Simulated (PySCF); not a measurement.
## The second ionisation energy along group 13

Calculated with PySCF 2.14 from differences of total energies of unrestricted determinants, without spin-orbit coupling. Values in eV. The last column holds reference values (NIST; (s) semi-empirical, (t) theoretical, else measured). Unmarked ones compare directly (S terms, centres of terms, or small fine structure); those marked * lie between the lowest fine-structure levels and include a spin-orbit shift.

| element | configurations | MP2 (valence and next inner shell) | PBE | PBE0 | MP2 (valence) | SCS-MP2 (valence) | CCSD(T) (valence) | reference |
| --- | --- | --- | --- | --- | --- | --- | --- | --- |
| B (aug-cc-pwCVDZ, non-relativistic) | [He] 2s2 → [He] 2s1 | 24.396 | 24.610 | 24.563 | 24.366 | 24.551 | 25.066 | 25.155 |
| Al (aug-cc-pwCVDZ, non-relativistic) | [Ne] 3s2 → [Ne] 3s1 | 18.412 | 18.788 | 18.682 | 18.235 | 18.374 | 18.595 | 18.829 |
| In (aug-cc-pwCVDZ-PP with ECP28MDF, ECP) | [Kr] 4d10 5s2 → [Kr] 4d10 5s1 | 18.643 | 19.050 | 18.718 | 17.615 | 17.736 | 17.892 | 18.870 |
| Tl (aug-cc-pwCVDZ-PP with ECP60MDF, ECP) | [Xe] 4f14 5d10 6s2 → [Xe] 4f14 5d10 6s1 | 20.327 | 20.503 | 20.186 | 18.885 | 18.990 | 19.097 | 20.428 |

Q: Fill in the row of Ga (aug-cc-pwCVDZ-PP with ECP10MDF, ECP) ([Ar] 3d10 4s2 → [Ar] 3d10 4s1).

A: MP2 (valence and next inner shell) 20.202; PBE 20.684; PBE0 20.372; MP2 (valence) 19.442; SCS-MP2 (valence) 19.579; CCSD(T) (valence) 19.753; reference 20.515 (eV).

"Valence" correlates the outer s and p shells and, in groups 3 to 12 and the f block, the outer d or f shell, open or full, or the next shell where the ion has no valence electron left; the wider scheme adds the next inner shell.
